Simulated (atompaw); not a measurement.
## PBE PAW (atompaw) dataset for Ti (Z = 22), scalar-relativistic all-electron reference.

Ti, PAW, made with atompaw 4.2.0.5 (PBE, scalar-relativistic). Core [Ne], reference 3s2 3p6 3d2 4s2 4p0. Waves: 3s (bound): rc 1.30 bohr; 4s (bound): rc 2.20 bohr; 3p (bound): rc 1.75 bohr; 4p (bound, empty): rc 2.20 bohr; 3d (bound): rc 2.20 bohr; 3d channel at 1.25 Ry: rc 2.20 bohr. Local part: bessel scheme, radius 1.85 bohr. Core correction: smooth core density matched at 1.20 bohr. Augmentation charge: besselshape compensation charge, radius 1.70 bohr; PAW radius 2.20 bohr; waves and projectors: modrrkj vanderbiltortho.

All-electron outer shells of the reference configuration (PBE, scalar-relativistic, ld1.x):

```csv
shell,level (eV),outermost node (bohr),outermost maximum (bohr)
2s,-536.94,0.09,0.27
2p,-444.26,–,0.22
3s,-62.63,0.40,0.87
3p,-38.86,0.37,0.90
4s,-4.47,1.24,2.92
3d,-4.26,–,0.98
4p,-1.47,1.39,3.80
```

(1) Estimate the cutoffs (Ry, on a coarse ladder) from which the occupation-weighted sum of valence levels, in a spherical-Bessel basis at the reference potential, stays within 10 and 1 mRy of its value at 400 Ry.

(2) What does a ghost test show?

(3) Is the overlap operator S = 1 + Σ q|β⟩⟨β| positive definite (Bessel basis up to 400 Ry)?

(4) Which valence shell sets the plane-wave cutoff?

## Answers

(1) 30 Ry and 45 Ry.

(2) No extra level below or beside the all-electron valence levels (s, p, d, f tested).

(3) Yes: its lowest eigenvalue is 0.68 (s channel).

(4) 3p: its level needs 35 Ry to come within 1 mRy, against 21 Ry for 3s.
